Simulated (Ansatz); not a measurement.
Zn₂Te⁺. Charge 1, multiplicity 2. Geometry PBE-D4/def2-TZVP, basis def2-TZVP, Ansatz.

```xyz
3

Zn    1.098   -1.078   -0.147
Zn   -1.213    0.148   -0.946
Te    0.116    0.930    1.092
```

```json
{"run": "A", "HOMO (eV)": "-10.65", "LUMO (eV)": "-9.08"}
{"run": "B", "HOMO (eV)": "-10.37", "LUMO (eV)": "-9.19"}
{"run": "C", "HOMO (eV)": "-10.35", "LUMO (eV)": "-9.60"}
{"run": "D", "HOMO (eV)": "-10.75", "LUMO (eV)": "-8.85"}
{"run": "E", "HOMO (eV)": "-10.09", "LUMO (eV)": "-9.54"}
```

In the def2 sets Te takes a core potential; there is no spin–orbit coupling. B3LYP takes the VWN-RPA correlation. HSE06 is defined as in plane-wave codes, on full-range PBE exchange. Another isomer (doublet) lies 0.03 eV lower at PBE0-D4/def2-TZVP; other spin states weren't run for this one.

HOMO and LUMO are taken over both spins.

Q: The runs used B3LYP, HSE06, PBE, PBE0, r2SCAN. Estimate which is which.

A: A B3LYP (20 % exact exchange); B HSE06 (range-separated); C r2SCAN (0 % exact exchange); D PBE0 (25 % exact exchange); E PBE (0 % exact exchange). Exact exchange lowers occupied and raises empty levels; among semilocal functionals meta-GGAs tend to open the gap a little, and such runs are hard to tell apart. The gap grows from 0.55 eV (PBE) to 1.90 eV (PBE0).
